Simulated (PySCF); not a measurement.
```xyz
3
charge 0 multiplicity 1, angstrom
Bi    0.0001   -0.3241    0.0000
O    -1.8670   -0.0898    0.0000
Cl    0.8537    1.9760    0.0000
```

Level of theory: PBE0/[Bi def2-TZVP with ECP60, O def2-TZVP, Cl def2-TZVP], scalar-relativistic core potentials, density fitting, no spin–orbit coupling, PySCF.

This geometry of BiOCl is a stationary point at this level.

What is the point group?

Cs.

Is it a minimum?

Yes: all harmonic wavenumbers are real.

What are the dipole moment and the gap between the highest occupied and lowest empty levels?

4.73 D and 4.37 eV.

What is the atomisation energy, with and without zero-point energy?

661 kJ/mol without, 653 kJ/mol with.

This need not be the most stable arrangement of these atoms. Spin–orbit coupling, left out here, can matter for elements this heavy.
